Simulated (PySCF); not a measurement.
**KO⁻: from constants to spectrum**

UHF-MP2 constants of KO⁻, ³Π (triplet), unpaired electrons σ ↑, π ↑ (basis K aug-cc-pVDZ-X2C, O aug-cc-pVDZ-DK; spin-free X2C with a Gaussian nucleus; PySCF 2.14; masses 38.9637 and 15.9949 u):

- ωe: 310.9 cm⁻¹
- ωexe: 2.42 cm⁻¹
- Be: 0.23795 cm⁻¹
- αe: 0.00260 cm⁻¹

(1) What force constant and bond length do these constants imply?

(2) Estimate the centrifugal constant D from the Kratzer relation and find the Dunham coefficient a1.

Correlated steps freeze 6 core orbitals. The state was picked by a PBE0 search and need not be the measured ground state.

Results:

(1) Reduced mass μred = 11.340 u; k = 5.8918×10⁻⁷·μred·ωe² (u, cm⁻¹, mdyn/Å) = 0.646 mdyn/Å; Re = √(16.8576/(μred·Be)) (u, cm⁻¹, Å) = 2.499 Å.

(2) D = 4Be³/ωe² = 5.58e-07 cm⁻¹; a1 = −1 − αeωe/(6Be²) = -3.38.
